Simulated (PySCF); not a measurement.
Compound: [InMeH3]-, CH6In (charge -1).
Bonds: In1–C2. Hydrogens: H6, H7, H8 on In1; H3, H4, H5 on C2.

Computed by this run: PySCF, PBE0-D3(BJ)/def2-SVP geometry optimisation, gas phase, def2 core potentials past Kr; density fitting, grid level 1; the optimiser is geomeTRIC in internal coordinates, started from a GFN1-xTB structure with every atom displaced at random (about 0.03 Å).

Step 0: E = -6305.9584 eV
```
atom  x, y, z in Å  |  force x, y, z in eV/Å
In1     0.0599   -0.0726   -1.0777   -0.724   1.159   0.678
C2     -0.0151   -0.0182    1.1923    0.612   1.220   0.645
H3     -1.0668    0.0432    1.6093    0.911   0.130  -0.303
H4      0.6549    0.8465    1.6250   -1.354  -1.207  -0.698
H5      0.4502   -0.9275    1.5995   -0.046  -0.267   0.078
H6      1.6518    0.0005   -1.6789    0.938  -0.044  -0.230
H7     -0.7887    1.4516   -1.6649    0.097  -0.205   0.093
H8     -0.8078   -1.4091   -1.6883   -0.432  -0.786  -0.264
```

Task: Estimate the geometry and energy of step 1. (The exact step hangs on the optimiser's Hessian estimate; all steps are aligned on step 0, rigid shifts and turns removed.)

Result: E = -6306.1616 eV, largest force 0.395 eV/Å
```
atom  x, y, z in Å  |  force x, y, z in eV/Å
In1     0.0399   -0.0353   -1.0579   -0.154   0.204  -0.062
C2     -0.0027   -0.0126    1.1776    0.305  -0.239   0.080
H3     -1.0216    0.0666    1.5866   -0.086   0.027  -0.012
H4      0.5965    0.8190    1.5823   -0.039   0.146  -0.019
H5      0.4522   -0.9344    1.5876   -0.098  -0.007  -0.030
H6      1.7344    0.0145   -1.6579   -0.032  -0.083   0.036
H7     -0.7976    1.4621   -1.6292    0.021  -0.050  -0.008
H8     -0.8628   -1.4655   -1.6727    0.084   0.002   0.015
```

The energy changes by -0.2031 eV. The first-order estimate −F·Δx gives -0.4065 eV and the mean of the old and new forces, exact on a quadratic surface, -0.2025 eV. The step makes an angle of 43° with the force vector and moves no atom by more than 0.086 Å.

The cost below is that of the whole optimisation. The run took 14 s of wall time on Intel Xeon Platinum 8259CL at 2.50 GHz, one thread (shared host), and the process peaked at 0.29 GiB of memory.
